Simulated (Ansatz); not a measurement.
Ideal-gas functions of `F[SiH](F)[SiH3]` at 500 K and 1 bar, from an Ansatz frequency run at PBE0-D4/def2-TZVP.

Molar mass 98.2 g/mol, point group Cs (symmetry number 1), electronic degeneracy 1, moments of inertia 78.869, 180.315, 232.046 u Å². Harmonic wavenumbers (cm⁻¹, unscaled): 86, 144, 201, 309, 416, 502, 532, 817, 818, 841, 908, 923, 935, 949, 2223, 2236, 2240, 2247.

Use S(trans) = R[1.5 ln M + 2.5 ln T − 1.1517]; rotational temperatures θ = 24.2544 K / I; S(rot) = R[ln(√π/σ · √(T³/θAθBθC)) + 1.5]; for each mode x = 1.438777 ν̃/T, S = R[x/(eˣ − 1) − ln(1 − e⁻ˣ)] and H = RT x/(eˣ − 1); 1 cm⁻¹ = 0.0119627 kJ/mol; R = 8.31446 J/(mol·K).

Question: By hand: the entropy, in J/(mol·K).

Answer: Translation 176.8. Rotation: θ = 0.3075, 0.1345, 0.1045 K, giving 117.4. Vibration, mode by mode: 19.95, 15.70, 12.98, 9.56, 7.30, 5.94, 5.54, 2.89, 2.88, 2.74, 2.35, 2.27, 2.21, 2.14, 0.10, 0.10, 0.10, 0.10, in all 94.9. Electronic 0.0. Sum 389.1 J/(mol·K).

Question: By hand: H − E and G − E in kJ/mol, counted from the electronic energy.

Answer: Zero-point energy ½ × 17327 × 0.0119627 = 103.6; thermal vibration 24.9; translation, rotation and pV give 4 RT = 16.6. H − E = 145.1 kJ/mol, and G − E = 145.1 − 500 × 389.1/1000 = -49.5 kJ/mol.

Vibration gives 24 % of the entropy, 35.6 J/(mol·K) of it from the modes under 150 cm⁻¹: soft modes count most, and the harmonic formula is weakest for them.
